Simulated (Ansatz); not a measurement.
Relaxation of F$_{3}$H$_{3}$SZr (8 atoms, charge 0, multiplicity 1), to a largest force component of 0.03 eV/Å in at most 50 steps.

Method: RKS PBE-D4/def2-SVP (Ansatz).

```xyz
8
Properties=species:S:1:pos:R:3
Zr -0.659 -0.641 -0.595
S 0.881 -0.757 1.664
F -0.937 -2.392 -1.272
F -2.348 0.098 -0.146
F 0.234 0.321 -1.968
H 0.488 1.760 0.874
H 0.324 2.363 0.539
H 2.017 -0.753 0.904
```

**Question.** Where does it end, and by what steps?

**Answer.** The run converged. After 10 steps the energy has fallen by 0.445 eV; H7 moved furthest, 0.54 Å.

| step | energy less start (eV) | largest force component (eV/Å) | accepted |
| --- | --- | --- | --- |
| 0 | 0.0000 | 2.248 | yes |
| 1 | -0.3299 | 0.996 | yes |
| 2 | -0.4108 | 0.216 | yes |
| 3 | -0.4210 | 0.163 | yes |
| 4 | -0.4283 | 0.149 | yes |
| 5 | -0.4315 | 0.139 | yes |
| 6 | -0.4356 | 0.322 | yes |
| 7 | -0.4393 | 0.212 | yes |
| 8 | -0.4401 | 0.152 | yes |
| 9 | -0.4441 | 0.096 | yes |
| 10 | -0.4453 | 0.022 | yes |

```xyz
8
Properties=species:S:1:pos:R:3
Zr -0.498 -0.484 -0.425
S 0.876 -0.957 1.565
F -0.922 -2.172 -1.198
F -2.167 0.294 0.078
F 0.520 0.397 -1.782
H 0.262 1.805 0.788
H -0.059 2.192 0.200
H 1.987 -1.074 0.774
```

Whether the end is a true minimum wasn't checked by a vibrational analysis.

The run took 28 s on 2 threads of Arm Neoverse V1, with other jobs on the host, peak memory 0.16 GiB.
